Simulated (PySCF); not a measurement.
**Electron correlation in I⁺ (iodine, charge +1)**

[Kr] 4d10 5s2 5p4, high-spin 3P determinant. Computed with PySCF 2.14 in x2c-SVPall (6s5p3d, 36 functions), with scalar relativity by spin-free X2C-1e. Frozen: [Kr] 4d10; 6 electrons correlated.

MP2 pair energies summed by pair of shells (mhartree):

```csv
pair,energy,share (%)
5p-5p,-28.48,49.9
5s-5p,-24.46,42.9
5s-5s,-4.13,7.2
```

Total MP2 correlation energy: -57.07 mhartree.

Same-spin part -14.39 and opposite-spin part -42.68 mhartree; SCS-MP2 scales them by 1/3 and 6/5 to -56.02 mhartree.

```tsv
level	correlation energy (mhartree)
CCSD	-70.13
(T)	-0.68
CCSD(T)	-70.81
```

Diagnostics: T1 = 0.0067, D1 = 0.0201, largest double amplitude 0.056.

Q: Is a single reference adequate?

A: Yes, within this model without spin-orbit coupling: T1 lies below 0.03 and no double amplitude reaches 0.07.
